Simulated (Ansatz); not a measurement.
Ansatz results at the PBE0-D4/def2-TZVP geometry: LUMO energy (PBE/def2-TZVPP) -3.41 eV; LUMO energy (ωB97M-V/def2-TZVPP) -0.44 eV; HOMO–LUMO gap (PBE/def2-TZVPP) 3.11 eV.

**Question.** Which molecule gave them?
A. `N[SiH]1C[O][Al]1[OH]`
B. `[F][Al]1[SiH2][PH]1`
C. `[CH]1=[CH][GeH2][AlH]1`
D. `B[SiH](C)C#C`

**Answer.** D. The others give `N[SiH]1C[O][Al]1[OH]`: -1.73, 0.69, 3.71; `[F][Al]1[SiH2][PH]1`: -2.53, -0.06, 2.83; `[CH]1=[CH][GeH2][AlH]1`: -2.55, -0.05, 3.40.
